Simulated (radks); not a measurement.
The numbers below are computed, except where a source is named.
Neutral carbon inside a hard spherical wall (all orbitals vanish at R), configuration held at [He] 2s2 2p2 and not refilled when levels cross. Level of theory: scalar-relativistic Kohn-Sham, PBE, spin-polarised, spherical densities, point nucleus; open shells are filled with parallel spins first (a radial shooting solver on a logarithmic mesh with Libxc functionals). Eigenvalues in eV for spin up, with the zero of energy where the potential of the charges vanishes at infinity; a dash marks a level that is unbound or too diffuse for the functional's potential to be trusted. A positive occupied level is held by the wall or, in an anion where self-interaction has pushed it up, behind a barrier. The pressure on the wall is -dE/dV.

R (bohr)  E (hartree)  kinetic (hartree)    e(1s)    e(2s)   e(2p)  e(3s, empty)  e(3p, empty)  pressure (GPa)
free        -37.81029             37.717  -273.15  -14.642  -6.095             -             -               0
20          -37.81029             37.717  -273.15  -14.642  -6.095             -             -        < 0.0001
8           -37.80999             37.720  -273.10  -14.613  -6.065         1.204         3.056          0.0147
5           -37.79106             37.836  -271.94  -13.907  -5.231         8.697        11.928            2.63
3.5         -37.61941             38.594  -266.70  -10.565  -1.308        29.311        32.159            58.8
2           -35.19705             45.259  -238.08   17.762  26.490        152.33        135.60            2980
1.5         -30.38687             55.461  -209.71   66.531  65.546        324.15        267.70           17500
